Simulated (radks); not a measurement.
Values are calculated unless marked as measured or tabulated.
All-electron atom: Rb2+ in [Ar] 3d10 4s2 4p4.5 5s0.5 (fractional occupations, a model configuration). Level of theory: Dirac Kohn-Sham, HCTH/407, spin-unpolarised, spherical densities, point nucleus; open shells fill j = l - 1/2 first (a radial shooting solver on a logarithmic mesh with Libxc functionals).

Spin-orbit splittings of the eigenvalues, e(l+1/2) - e(l-1/2), with zeta = 2 splitting/(2l+1) and mean radii in bohr:

shell	occ.	splitting (eV)	zeta (eV)	<r> j=l-1/2	<r> j=l+1/2
2p	6	60.81	40.54	0.1522	0.1563
3p	6	9.173	6.115	0.5104	0.5208
3d	10	1.569	0.6278	0.5198	0.5236
4p	4.5	1.028	0.6856	1.584	1.613
4d	0	0.07934	0.03174	2.463	2.478
5p	0	0.1467	0.09779	4.256	4.305
